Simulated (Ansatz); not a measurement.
Molecule: Si3H5F2, charge 0, multiplicity 2. SMILES: F[Si](F)([SiH2])[SiH3]
Geometry from a B3LYP-D3(BJ)/def2-TZVP (Ansatz, a first-principles code) optimisation:
```xyz
10

F     -0.0130     1.2883    -1.3551
Si     0.0711     0.3914    -0.0261
F      0.2872     1.4042     1.2009
Si     1.9683    -0.9611    -0.1876
Si    -1.9934    -0.6999     0.2659
H      2.2087    -1.7570     1.0432
H      1.9259    -1.8661    -1.3646
H     -3.1080     0.2734     0.3527
H     -2.2106    -1.6088    -0.8842
H     -1.9292    -1.5003     1.5113
```
Charge 0, spin multiplicity 2.

Quantity: atomisation energy, in kcal/mol. Conventions: atomisation electronic, to ground-state atoms; spin-orbit terms left out; LANL2DZ with its own core potentials from Na on; frozen cores in correlated levels; 6-311+G** with 5d, 6d on Na to Ar in Ansatz; UHF or UKS for open shells; non-relativistic; 6-31G* and kin with 6d, 5d where marked. CBS(X,Y): correlation extrapolated as X^-3; Hartree-Fock from the larger set. Ab initio and DFT rows: single points at B3LYP-D3(BJ) geometries (Ansatz).

Coupled cluster (Ansatz) is a level with limits of its own, used here on species with T1 under 0.025 (0.045 for open shells) and stable references: CCSD(T)/CBS(cc-pV(T+d)Z,cc-pV(Q+d)Z).

Value to compare with, CCSD(T)/CBS(cc-pV(T+d)Z,cc-pV(Q+d)Z) (Ansatz): 772.8 kcal/mol.

```json
[
 {"level": "MP2/STO-3G", "program": "Ansatz", "atomisation energy (kcal/mol)": "756.1", "difference": "-16.7"},
 {"level": "MP2/3-21G", "program": "Ansatz", "atomisation energy (kcal/mol)": "595.3", "difference": "-177.5"},
 {"level": "MP2/LANL2DZ", "program": "Ansatz", "atomisation energy (kcal/mol)": "602.1", "difference": "-170.7"},
 {"level": "MP2/6-31G*", "program": "Ansatz", "atomisation energy (kcal/mol)": "694.9", "difference": "-77.9"},
 {"level": "MP2/6-311+G**", "program": "Ansatz", "atomisation energy (kcal/mol)": "714.9", "difference": "-57.9"}
]
```

Among the 5 habitual levels, MP2/3-21G lies farthest from CCSD(T)/CBS(cc-pV(T+d)Z,cc-pV(Q+d)Z) (Ansatz) (-177.5 kcal/mol) and MP2/STO-3G nearest (-16.7); 0 of 5 lie above it, and their mean absolute difference is 100.1 kcal/mol, the median 77.9. One case shows no general order.

The sets are all those run for this method; left out are runs that failed, that the program found above a lower state of the same kind, or whose <S^2> lies over 0.5 above the pure value.
